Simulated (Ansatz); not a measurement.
Ansatz (a first-principles code) input (B3LYP/6-31G*):

Ansatz 0.2 input:
```yaml
crystal:
  periodic: [false, false, false]
  atoms:
    - {symbol: O, position_ang: [0.84597041, -0.68243539, -0.03783429]}
    - {symbol: N, position_ang: [0.21645173, 0.40634314, -0.02885563]}
    - {symbol: O, position_ang: [-1.03536567, 0.32688515, 0.06308297]}
basis:
  gaussian:
    orbitals: 6-31G*
hamiltonian:
  xc: {name: B3LYP}
total_charge: -1
output: {forces: true}
```

Output:

```
WARN ansatz: RAYON_NUM_THREADS=1 ignored (pool sized by the plan → 1); use --threads N
Functional definition: B3LYP
integrals: 0.01 GiB planned
391 factors; integrals over basis functions are off by at most 7.9e-4 eV
mean field: 0.09 GiB planned
mean field evaluation 1: about -5579.7883 eV, gradient 3.2e1 eV
mean field evaluation 2: about -5575.9999 eV, gradient 5.8e1 eV
mean field evaluation 4: about -5581.5957 eV, gradient 1.1e0 eV
mean field evaluation 8: about -5581.5973 eV, gradient 2.7e-3 eV
mean field -5581.59732826 eV, -205.1199184709 hartree, gradient 1.1e-6 eV, S^2 0.000000; 0 other end points of the search recorded, 0 dependent functions left out
the calculation of the forces begins
reference -5581.59741657 eV, -205.1199217163 hartree; 12, 12 occupied and 33, 33 virtual orbitals, 391 factors
Total energy: -5581.59741657 eV, -205.1199217163 hartree
Atom 0 at     0.845970    -0.682435    -0.037834 Å, force     0.374087    -0.816249     0.000251 eV/Å
Atom 1 at     0.216452     0.406343    -0.028856 Å, force     0.510033     0.957481    -0.067994 eV/Å
Atom 2 at    -1.035366     0.326885     0.063083 Å, force    -0.884120    -0.141232     0.067743 eV/Å
Dipole moment:     0.022671     0.042561    -0.003022 e Å
```

The dipole moment of an ion depends on the origin.
